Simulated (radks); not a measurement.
Coulomb parameter of the 3d shell of neutral titanium in the model configuration [Ar] 3d3 4s1, as a second difference U = [E(n + 0.25) + E(n - 0.25) - 2 E(n)] / (0.25)^2 with all orbitals relaxed. "Bare": the charge of the atom changes with n. "Screened": the 4s shell takes up the change at fixed total charge, which measures U(3d,3d) + U(4s,4s) - 2 U(3d,4s). Method: scalar-relativistic Kohn-Sham, r2SCAN, spin-unpolarised, spherical densities, finite nucleus; meta-GGA in the generalised Kohn-Sham scheme; Fermi nuclear charge, rms radius 3.5921 fm; computed with a radial shooting solver on a logarithmic mesh with Libxc functionals.

case                 configuration  E - E(n) (eV)
start                 [Ar] 3d3 4s1          0.000
bare +0.25         [Ar] 3d3.25 4s1         -0.245
bare -0.25         [Ar] 3d2.75 4s1          0.667
screened +0.25  [Ar] 3d3.25 4s0.75          0.505
screened -0.25  [Ar] 3d2.75 4s1.25         -0.464

U(bare) = 6.752 eV, U(screened by 4s) = 0.642 eV, against the Slater integral F0(3d,3d) = 13.644 eV with frozen orbitals. The step up makes a negative ion, whose loosely bound charge lowers the bare value.
